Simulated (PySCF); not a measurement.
Excitations are Tamm–Dancoff values on a coarser integration grid. The basis has no diffuse functions, so Rydberg states are missing or too high.

Cartesian coordinates (Å):
```xyz
6

N     -1.0528    -0.0821     0.0003
Al     0.6896     0.0539    -0.0003
Br     1.9511    -1.7924     0.1436
Br     1.6498     2.0733    -0.1450
H     -1.6835     0.7001    -0.0609
H     -1.5540    -0.9528     0.0622
```
Charge 0, multiplicity 1.

Q: Estimate the S1–T1 gap (TDA), S1 oscillator strength and dipole moment that ωB97X-D3(BJ)/def2-TZVP // PBE0-D3(BJ)/def2-TZVP run with PySCF returns for this input.

A: 
```json
{
  "S1–T1 gap (TDA)": "0.38 eV",
  "S1 oscillator strength": "0.016",
  "dipole_moment": "0.475 e·Å"
}
```
